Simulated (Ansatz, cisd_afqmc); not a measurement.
Species: Ru, charge 0, quintet.

Total energies in def2-QZVPP, 8 correlated electrons, 4 frozen orbitals. Open shells are spin-unrestricted; no spin-orbit coupling. Cores are frozen in correlated methods (noble-gas shells, and filled d and f shells in the p block). Past Kr the def2 sets carry scalar-relativistic core potentials. The Monte Carlo rows (phaseless AFQMC, CISD trial, step 0.005/hartree) carry one-sigma bars that omit the constraint's bias. Outlying blocks are dropped, and bars are widened where a walk drifts. Over all cases where full CI ran beside it in this data, AFQMC minus full CI had a median of +0.1 mEh and passed +0.4 mEh in a tenth of the cases.

```tsv
method	program	energy (Eh)	minus CCSDT(Q) (mEh)
HF	Ansatz	-94.12614	205.63
MP2	Ansatz	-94.32222	9.55
CCSD	Ansatz	-94.32268	9.09
CCSD(T)	Ansatz	-94.33139	0.37
CCSDT(Q)	Ansatz	-94.33176	0.00
AFQMC/CISD	cisd_afqmc	-94.3305 ± 0.0003	1.2 ± 0.3
```

Ansatz is a quantum-chemistry and plane-wave program.
